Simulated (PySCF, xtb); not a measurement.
Cl₂HHfO, SMILES [OH][Hf]([Cl])[Cl] (connectivity only; charge and spin as stated), neutral, multiplicity 2. Other conformers were not sampled.

Harmonic wavenumbers (cm⁻¹) from xtb with GFN2-xTB at its own minimum, in rising order: 47, 48, 97, 315, 359, 372, 561, 613, 3566.

Problem. What does PySCF 2.14.0 with PBE-D3(BJ)/def2-SVP give at its own minimum? (The exact figures need the calculation; the answer reports its results.)

Solution. 69, 85, 125, 249, 359, 378, 383, 714, 3868. Paired by order, the mean absolute difference is 82 cm⁻¹ and the zero-point energies are 8.5 and 8.9 kcal/mol.
